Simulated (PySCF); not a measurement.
Calculation: PBE-D3(BJ)/def2-TZVP // CAM-B3LYP-D3(BJ)/def2-TZVP (PySCF 2.14.0). Gas-phase values, no solvent. Excitations are Tamm–Dancoff values on a coarser integration grid. The basis has no diffuse functions, so Rydberg states are missing or too high.

Reference species (SMILES): `B(=C=B)C` (neutral, multiplicity 1).

```
Quantity                   Value
----------------------  --------
S1 oscillator strength     0.000
LUMO                    -2.12 eV
HOMO–LUMO gap            4.00 eV
S1 excitation (TDA)      4.00 eV
```

After one change: the S1 oscillator strength stays essentially unchanged; the LUMO falls by 1.25 eV; the HOMO–LUMO gap goes up by 0.13 eV; the S1 excitation (TDA) rises by 0.19 eV.

Problem. Which change was made? The new species is one of these.
(A) `BB1C=C1`
(B) `BBC#C`
(C) `BC#CB`
(D) `[H]/B=C/C=B/[H]`

Solution. C, `BC#CB`
